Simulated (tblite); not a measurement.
Species: C₅H₁₂O₃Si.
Numbering: `[CH3:1][O:2][C:3](=[O:4])[CH2:5][SiH2:6][CH2:7][CH2:8][OH:9]` (hydrogens: H10, H11, H12 on C1; H13, H14 on C5; H15, H16 on Si6; H17, H18 on C7; H19, H20 on C8; H21 on O9)

Computed with GFN2-xTB (tblite), gas phase: L-BFGS steps from a force-field or distance-geometry start until the largest atomic force falls under 0.01 eV/Å.

Step 94: E = -836.7566 eV
```
atom  x, y, z in Å  |  force x, y, z in eV/Å
C1     -3.9376    0.2158    0.5146    0.009  -0.005   0.016
O2     -2.7365    0.6378   -0.1147    0.003   0.007  -0.007
C3     -1.9937   -0.3219   -0.6955    0.006   0.007  -0.027
O4     -2.3150   -1.4825   -0.7156   -0.007   0.025  -0.003
C5     -0.7224    0.2310   -1.2261    0.002   0.006  -0.017
Si6     0.5704   -0.0495    0.1564   -0.011  -0.019  -0.040
C7      2.3003    0.2688   -0.5733    0.006  -0.003   0.018
C8      3.3832    0.3827    0.5002    0.002   0.010   0.012
O9      3.5443   -0.7856    1.2648   -0.038  -0.014  -0.009
H10    -4.4902   -0.4685   -0.1315    0.012   0.004  -0.029
H11    -4.5155    1.1167    0.7046   -0.003  -0.005   0.011
H12    -3.7081   -0.2969    1.4510   -0.009   0.006   0.014
H13    -0.8394    1.2879   -1.4532    0.005  -0.027   0.021
H14    -0.4377   -0.3085   -2.1268   -0.010  -0.010   0.041
H15     0.4623   -1.4352    0.6237    0.004  -0.018   0.039
H16     0.2742    0.8663    1.2720    0.024  -0.007  -0.035
H17     2.3194    1.1806   -1.1722   -0.015  -0.003   0.034
H18     2.5701   -0.5524   -1.2403    0.002   0.014   0.001
H19     4.3591    0.5519    0.0375    0.015  -0.006  -0.016
H20     3.1649    1.2359    1.1564   -0.015   0.045  -0.004
H21     2.7393   -0.9480    1.7672    0.018  -0.008  -0.020
```

Step 95: E = -836.7574 eV
```
atom  x, y, z in Å  |  force x, y, z in eV/Å
C1     -3.9258    0.2197    0.5202    0.001   0.003   0.016
O2     -2.7276    0.6362   -0.1171    0.017   0.012  -0.004
C3     -1.9920   -0.3275   -0.7007    0.013   0.022  -0.028
O4     -2.3185   -1.4863   -0.7161   -0.012  -0.008  -0.009
C5     -0.7211    0.2200   -1.2372    0.005   0.015  -0.020
Si6     0.5665   -0.0489    0.1537   -0.026  -0.020  -0.055
C7      2.2968    0.2763   -0.5695   -0.005  -0.004   0.003
C8      3.3773    0.3845    0.5061   -0.001   0.000   0.008
O9      3.5401   -0.7904    1.2597   -0.023  -0.023   0.002
H10    -4.4867   -0.4597   -0.1233    0.007  -0.007  -0.028
H11    -4.4963    1.1236    0.7147   -0.022   0.015   0.013
H12    -3.6948   -0.2936    1.4558    0.002  -0.006   0.010
H13    -0.8396    1.2757   -1.4711    0.015  -0.036   0.025
H14    -0.4361   -0.3245   -2.1355   -0.013  -0.007   0.067
H15     0.4628   -1.4329    0.6282    0.001  -0.013   0.035
H16     0.2633    0.8719    1.2625    0.018  -0.005  -0.028
H17     2.3143    1.1922   -1.1611   -0.012   0.012   0.024
H18     2.5668   -0.5389   -1.2435    0.016   0.007   0.001
H19     4.3536    0.5593    0.0469    0.016   0.004  -0.015
H20     3.1536    1.2312    1.1686   -0.006   0.044   0.000
H21     2.7347   -0.9617    1.7580    0.010  -0.005  -0.017
```

Step 96: E = -836.7583 eV
```
atom  x, y, z in Å  |  force x, y, z in eV/Å
C1     -3.9113    0.2249    0.5275   -0.008   0.011   0.007
O2     -2.7169    0.6360   -0.1198    0.022   0.011   0.001
C3     -1.9910   -0.3325   -0.7080    0.009   0.025  -0.016
O4     -2.3255   -1.4888   -0.7191   -0.013  -0.032  -0.016
C5     -0.7194    0.2061   -1.2503    0.006   0.019  -0.013
Si6     0.5611   -0.0477    0.1510   -0.033  -0.023  -0.056
C7      2.2922    0.2859   -0.5644   -0.017  -0.003  -0.016
C8      3.3703    0.3871    0.5135   -0.006  -0.008   0.003
O9      3.5354   -0.7955    1.2537   -0.009  -0.025   0.015
H10    -4.4817   -0.4492   -0.1134    0.008  -0.012  -0.018
H11    -4.4747    1.1314    0.7279   -0.033   0.030   0.015
H12    -3.6766   -0.2900    1.4613    0.009  -0.014   0.001
H13    -0.8373    1.2590   -1.4964    0.024  -0.032   0.028
H14    -0.4339   -0.3487   -2.1422   -0.010  -0.007   0.074
H15     0.4647   -1.4303    0.6339   -0.004  -0.001   0.027
H16     0.2495    0.8780    1.2531    0.012  -0.008  -0.028
H17     2.3074    1.2075   -1.1464   -0.008   0.024   0.012
H18     2.5628   -0.5216   -1.2470    0.030   0.002   0.001
H19     4.3477    0.5683    0.0582    0.005   0.014  -0.011
H20     3.1406    1.2274    1.1828    0.010   0.027   0.004
H21     2.7278   -0.9810    1.7434    0.005   0.004  -0.016
```

Step 97: E = -836.7591 eV
```
atom  x, y, z in Å  |  force x, y, z in eV/Å
C1     -3.9015    0.2286    0.5318   -0.015   0.019   0.001
O2     -2.7086    0.6372   -0.1200    0.024   0.010   0.006
C3     -1.9909   -0.3341   -0.7137    0.004   0.026   0.002
O4     -2.3330   -1.4879   -0.7259   -0.019  -0.057  -0.020
C5     -0.7172    0.1962   -1.2571    0.004   0.009  -0.001
Si6     0.5568   -0.0484    0.1514   -0.024  -0.029  -0.039
C7      2.2875    0.2924   -0.5601   -0.022  -0.002  -0.027
C8      3.3659    0.3893    0.5173   -0.009  -0.010  -0.008
O9      3.5327   -0.7978    1.2493    0.025  -0.018   0.013
H10    -4.4764   -0.4415   -0.1092    0.007  -0.018  -0.010
H11    -4.4614    1.1364    0.7357   -0.035   0.037   0.018
H12    -3.6650   -0.2883    1.4641    0.010  -0.015  -0.007
H13    -0.8321    1.2463   -1.5133    0.028  -0.009   0.025
H14    -0.4315   -0.3685   -2.1419    0.000  -0.012   0.055
H15     0.4678   -1.4300    0.6408   -0.013   0.010   0.018
H16     0.2407    0.8799    1.2500    0.005  -0.009  -0.030
H17     2.2981    1.2185   -1.1344    0.001   0.033   0.000
H18     2.5587   -0.5089   -1.2494    0.037  -0.002  -0.003
H19     4.3437    0.5730    0.0634   -0.006   0.024  -0.010
H20     3.1333    1.2271    1.1894    0.022   0.009   0.014
H21     2.7237   -0.9932    1.7311   -0.025   0.003   0.003
```

**Question.** Estimate the geometry and energy of step 98. (The exact step hangs on the optimiser's Hessian estimate; all steps are aligned on step 97, rigid shifts and turns removed.)

**Answer.** E = -836.7596 eV, largest force 0.041 eV/Å
```
atom  x, y, z in Å  |  force x, y, z in eV/Å
C1     -3.8926    0.2329    0.5367   -0.017   0.020  -0.012
O2     -2.7013    0.6389   -0.1212    0.007  -0.002   0.014
C3     -1.9915   -0.3354   -0.7198   -0.013   0.002   0.017
O4     -2.3407   -1.4874   -0.7329   -0.012  -0.031  -0.021
C5     -0.7156    0.1866   -1.2647   -0.004  -0.003   0.015
Si6     0.5520   -0.0480    0.1507   -0.008  -0.026  -0.018
C7      2.2832    0.2991   -0.5564   -0.015   0.003  -0.026
C8      3.3618    0.3912    0.5216   -0.009  -0.007  -0.006
O9      3.5313   -0.8007    1.2459    0.018  -0.002   0.011
H10    -4.4726   -0.4347   -0.1036    0.017  -0.008   0.007
H11    -4.4502    1.1415    0.7454   -0.019   0.026   0.013
H12    -3.6520   -0.2865    1.4670    0.004  -0.010  -0.020
H13    -0.8260    1.2338   -1.5326    0.027   0.003   0.022
H14    -0.4293   -0.3904   -2.1405    0.010  -0.012   0.030
H15     0.4707   -1.4285    0.6458   -0.021   0.013   0.012
H16     0.2303    0.8819    1.2467    0.003  -0.014  -0.038
H17     2.2907    1.2300   -1.1232    0.008   0.027  -0.003
H18     2.5562   -0.4965   -1.2514    0.037   0.001  -0.005
H19     4.3400    0.5792    0.0691   -0.022   0.024  -0.005
H20     3.1272    1.2261    1.1978    0.028  -0.017   0.012
H21     2.7196   -1.0070    1.7188   -0.018   0.010   0.000
```

The energy changes by -0.0006 eV. The first-order estimate −F·Δx gives -0.0009 eV and the mean of the old and new forces, exact on a quadratic surface, -0.0006 eV. The step makes an angle of 85° with the force vector and moves no atom by more than 0.024 Å.

The cost below is that of the whole relaxation. On one thread of an Intel Xeon 6975P-C, shared host with 192 logical CPUs at a one-minute load of 99, this took 1.0 s wall.
